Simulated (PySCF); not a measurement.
Sn⁴³⁺: ionisation energy

Sn⁴³⁺ [He] 2s2 2p3 (4S) → Sn⁴⁴⁺ [He] 2s2 2p2 (3P), as a difference of total energies. All numbers are calculated (PySCF 2.14, scalar relativity by spin-free X2C-1e, in an even-tempered Gaussian basis (19 s from 20 bohr⁻², ratio 2.2; 12 p from 26 bohr⁻², ratio 2.2; 5 d from 99 bohr⁻², ratio 2.4; 5 f from 150 bohr⁻², ratio 2.4; 4 g from 220 bohr⁻², ratio 2.4)). Correlated levels: nothing frozen; virtual orbitals above 40 to 60 times the deepest correlated orbital energy dropped. The calculations carry no spin-orbit coupling.

```csv
method,ionisation energy (eV)
UHF,7188.0
LDA,7183.1
PBE,7184.2
PBE0,7185.4
r2SCAN,7188.5
PW91,7185.4
M06,7189.0
MP2 (all electrons),7187.8
SCS-MP2 (all electrons),7187.2
```

Spin-orbit coupling is strong in these open shells (close to jj coupling). The scalar numbers leave it out and a first-order estimate fails, so it can dominate the gap to the real levels.

For this ion Breit and QED terms and the two-electron picture change, all absent here, outweigh the differences among the correlated methods.

For comparison: 7080 ± 50 eV (semi-empirical (NIST evaluation); NIST Atomic Spectra Database, ionization energies).
